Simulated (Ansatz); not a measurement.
Consider the ligand exchange at the Sn–N bond: `O=C=[N][SnH2][Cl]` + silanol → `[SiH3][O][SnH2][Cl]` + `N=C=O`.

Gas-phase electronic energies from Ansatz, PBE0-D4/def2-TZVP geometries. CCSD(T)/CBS adds triple-zeta CCSD(T) − MP2 to the extrapolated MP2 energy (def2 sets, frozen cores). This one scheme is used for every species. DFT in def2-TZVPP. def2 core potentials past Kr. For Sn outer-core shells are correlated without core-valence functions, which leaves a few kJ/mol of doubt a bond. One conformer a species, not always the lowest.

`O=C=[N][SnH2][Cl]`:

```xyz
7

O     0.123   -2.972    0.386
C    -0.269   -1.894    0.183
N    -0.744   -0.810   -0.035
Sn   -0.099    1.088   -0.148
Cl    2.188    1.035    0.238
H    -0.362    1.609   -1.738
H    -0.836    1.943    1.114
```

`O[SiH3]`:

```xyz
6

O     0.625   -0.722   -0.854
Si   -0.312    0.197    0.141
H     1.526   -0.901   -0.582
H    -0.475   -0.433    1.480
H    -1.629    0.306   -0.527
H     0.266    1.554    0.342
```

`[SiH3][O][SnH2][Cl]`:

```xyz
9

Si    1.227    1.040    0.294
O     0.131    0.355   -0.709
Sn   -1.291   -0.961   -0.564
Cl   -0.985   -1.991    1.496
H     2.245    0.051    0.739
H     1.903    2.133   -0.452
H     0.568    1.611    1.502
H    -1.029   -2.108   -1.783
H    -2.769   -0.129   -0.523
```

`N=C=O`:

```xyz
4

N    -0.013    0.362   -0.675
C    -0.004   -0.430    0.237
O    -0.001   -1.292    1.015
H     0.019    1.361   -0.578
```

Q: Is it downhill or uphill in electronic energy at CCSD(T)/CBS, and by how much? (Estimate.)

A: Computed: Uphill: ΔE = +5.6 kJ/mol.

Q: What do these levels give: PBE-D4, BLYP-D4, r2SCAN-D4, B97M-V, BHLYP-D4, PBE-QIDH, BLYP, CAM-B3LYP, MP2/def2-SVP, SCS-MP2/def2-TZVPP, HF/CBS(def2), MP2/CBS(def2)? (Estimate.)

A: Ansatz gave: PBE-D4 3.2, BLYP-D4 -0.2, r2SCAN-D4 2.9, B97M-V 1.6, BHLYP-D4 6.1, PBE-QIDH 11.4, BLYP 3.0, CAM-B3LYP 6.3, MP2/def2-SVP 3.9, SCS-MP2/def2-TZVPP 10.3, HF/CBS(def2) 13.1, MP2/CBS(def2) 8.2 kJ/mol.

Largest T1 diagnostic among the species: 0.018.

Leaving LDA and LC-ωPBE aside and taking each functional with its dispersion term where it has one, the values spread over 11.7 kJ/mol, from BLYP-D4 to PBE-QIDH. At CCSD(T), def2-SVP lies −3.3 kJ/mol from the extrapolated value and def2-TZVPP +3.5 kJ/mol.
